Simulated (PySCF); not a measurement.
Species: C₅H₆N₂Si.
Geometry (GFN2-xTB, Å), atoms numbered from 1 in this order:
```
atom  x, y, z in Å
C1    -0.3328    2.8472    0.0370
C2     0.1437    1.7452   -0.0174
C3     0.7151    0.4686   -0.0850
C4     2.0235    0.0842   -0.2410
N5     2.1035   -1.2718   -0.2514
C6     0.8854   -1.6975   -0.1062
N7    -0.0287   -0.6943    0.0039
Si8   -1.7667   -0.7907    0.2079
H9    -0.7362    3.8139    0.0833
H10    2.8954    0.6984   -0.3451
H11    0.6001   -2.7299   -0.0728
H12   -2.3715   -0.1272   -0.9441
H13   -2.0416   -2.2240    0.2430
H14   -2.0899   -0.1224    1.4656
```

NICS is the negative of the GIAO shielding at a point without a nucleus: at the ring centre (0) and 1 Å above and below it (1); zz is the component along the ring normal. Level: GIAO PBE0/pcSseg-1 (PySCF, non-relativistic, gas phase) on the GFN2-xTB geometry, one conformer.

Ring bond lengths (Å), with Mayer bond orders in brackets: C3–C4 1.373 (1.53), C4–N5 1.358 (1.35), N5–C6 1.298 (1.63), C6–N7 1.362 (1.18), N7–C3 1.383 (1.04).

Question: What do the NICS probes read (ppm)?

Answer: 
```json
{"ring": "C3–C4–N5–C6–N7", "type": "5-membered ring with 2 N; formal bonds all aromatic", "NICS(0)": "-12.4", "NICS(1), two faces": "-11.1 / -11.1", "NICS(1)zz, two faces": "-28.8 / -28.8", "rms pucker (Å)": "0.00", "centre to ring atoms, mean (Å)": "1.15"}
```

Question: What can be read from them?

Answer: 
- C3–C4–N5–C6–N7: mean NICS(1)zz -28.8 ppm, shielded, aromatic by this magnetic criterion (flat ring, no four-coordinate atom).

Question: And the bond-length index? HOMA takes Krygowski's 1993 parameters.

Answer: 
- C3–C4–N5–C6–N7: HOMA 0.89; the largest term is that of N7–C3, α(R − Ropt)² = 0.23. The geometric and the magnetic index point the same way.

Question: At the second NICS(1) probe listed for ring C3–C4–N5–C6–N7, 1 Å off the ring, what do the in-plane components average?

Answer: The isotropic value is a third of the trace: (3 × -11.1 − (-28.8))/2 = -2.2 ppm.

Question: What are the shieldings of the ring atoms and their hydrogens in the same run (means over atoms taken as equivalent)?

Answer: 
| atoms | environment | σ isotropic (ppm) | principal values of the symmetric part, first atom (ppm) |
| --- | --- | --- | --- |
| C3 | substituted aromatic carbon | 65.8 | -7.7, 71.8, 133.4 |
| C4 | aromatic CH next to a ring nitrogen | 38.5 | -46.5, 41.0, 121.1 |
| N5 | pyridine-type nitrogen | -46.6 | -273.4, -104.9, 238.5 |
| C6 | aromatic CH next to a ring nitrogen | 42.2 | -26.8, 51.3, 102.0 |
| N7 | pyrrole-type nitrogen | 86.3 | -12.7, 84.9, 186.7 |
| H10 | aromatic hydrogen | 23.89 | 21.2, 23.0, 27.5 |
| H11 | aromatic hydrogen | 24.50 | 20.1, 25.1, 28.2 |

On one thread, Arm Neoverse N1 (aarch64), shared host with 64 logical CPUs at a one-minute load of 61, this took 44 s and 0.75 GiB of memory at its peak. This is the whole shielding run at PBE0/pcSseg-1, SCF included.
